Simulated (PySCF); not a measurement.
Indirect couplings

Bonds: Ga1-C2, Ga1-C6, Ga1-C10, Ga1-C14. C2 carries H3, H4, H5; C6 carries H7, H8, H9; C10 carries H11, H12, H13; C14 carries H15, H16, H17.

Total charge -1.

Method: PBE/pcJ-1 (pcSseg-1 on Ga) (without the spin–dipole term)//PBE0-D3(BJ)/def2-SVP, PySCF 2.14.0 with density-fitted response routines; isolated molecule, single conformer, non-relativistic. Couplings are averaged over pairs made equivalent by symmetry, fast rotation or ring inversion, so a value needn't be that of the named pair in this geometry, while other rotamers aren't included; one pair stands for each set, and the list holds those of at least 0.8 Hz over up to four bonds.

Isotopes: ¹³C, ¹H.

```json
{"pair": "C2, H3", "bonds": "1", "J (Hz)": "?"}
{"pair": "C2, C6", "bonds": "2", "J (Hz)": "7.3"}
{"pair": "H3, H4", "bonds": "2", "J (Hz)": "-10.5"}
{"pair": "C2, H7", "bonds": "3", "J (Hz)": "?"}
```

Estimate the withheld couplings, with signs.

Results:


- ¹J(C2,H3) = 110.0 Hz (bond length 1.106 Å)
- ³J(C2,H7) = 1.6 Hz (mean over equivalent pairs that range from -0.3 to 5.3 Hz in this conformer)

Relativistic effects of the heavier atoms present are left out.
